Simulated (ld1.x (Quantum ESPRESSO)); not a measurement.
Logarithmic derivatives: iron (Fe), TM

```json
{
 "Element": "Fe",
 "Generator": "ld1.x (Quantum ESPRESSO) 7.5",
 "Type": "norm-conserving Troullier–Martins (Kleinman–Bylander form)",
 "Functional": "PBE",
 "Relativity": "scalar-relativistic",
 "Frozen core": "[Ne] 3s2",
 "Valence charge": "14",
 "Reference configuration": "3p6 3d6 4s0 4p0 (charge +2)",
 "Partial waves": "4s (bound, empty): rc 2.10 bohr; 3p (bound): rc 0.75 bohr; 3d (bound): rc 1.25 bohr",
 "Local potential": "all-electron potential smoothed inside 0.95 bohr (lloc = -2)",
 "Core correction": "none"
}
```

The phase is arctan(r·u′/u) with u = r·R(r), unwrapped; energies in Ry, scanned from -8 to 5 Ry. A pole is an energy at which the radial function vanishes at the test radius. The pseudo phase is shifted by a multiple of π to meet the all-electron one at the reference energy, and phase errors are pseudo minus all-electron; the curves can meet again beyond the range given. Levels narrower than the energy grid can be missing from the lists of poles.

| channel | radius (bohr) | reference energy (Ry) | poles, all-electron | poles, pseudo | unbroken range about the reference energy with phases within 0.05 rad | phase error 1 Ry above the reference energy (rad) |
| --- | --- | --- | --- | --- | --- | --- |
| s | 2.31 | -1.48 | 1.29 | -6.74, 1.12 | -6.7 to 2.6 | -0.005 |
| p | 2.31 | -5.77 | -5.73, 2.44 | -5.73, 2.42 | the whole range | -0.000 |
| d | 2.31 | -1.89 | -1.69, 4.29 | -1.69, 4.45 | below 0.9 | +0.001 |

Note: ghost state, extra bound levels that the all-electron valence spectrum of the same l lacks: s at -92.0 eV. A true bound ghost makes a file unfit for plane-wave use.

Phases in the d channel:

| E (Ry) | all-electron | pseudo |
| --- | --- | --- |
| -8.00 | 1.406 | 1.406 |
| -7.52 | 1.400 | 1.400 |
| -7.04 | 1.393 | 1.393 |
| -6.56 | 1.386 | 1.386 |
| -6.08 | 1.377 | 1.377 |
| -5.60 | 1.367 | 1.367 |
| -5.12 | 1.354 | 1.354 |
| -4.64 | 1.339 | 1.339 |
| -4.16 | 1.320 | 1.320 |
| -3.68 | 1.294 | 1.294 |
| -3.20 | 1.255 | 1.255 |
| -2.72 | 1.181 | 1.181 |
| -2.24 | 0.894 | 0.894 |
| -1.76 | -1.483 | -1.482 |
| -1.28 | -1.779 | -1.778 |
| -0.80 | -1.896 | -1.895 |
| -0.32 | -2.022 | -2.018 |
| 0.16 | -2.227 | -2.216 |
| 0.64 | -2.665 | -2.634 |
| 1.12 | -3.495 | -3.439 |
| 1.60 | -4.106 | -4.072 |
| 2.08 | -4.374 | -4.354 |
| 2.56 | -4.509 | -4.494 |
| 3.04 | -4.591 | -4.578 |
| 3.52 | -4.647 | -4.636 |
| 4.00 | -4.690 | -4.679 |
| 4.48 | -4.726 | -4.714 |
| 4.96 | -4.759 | -4.746 |
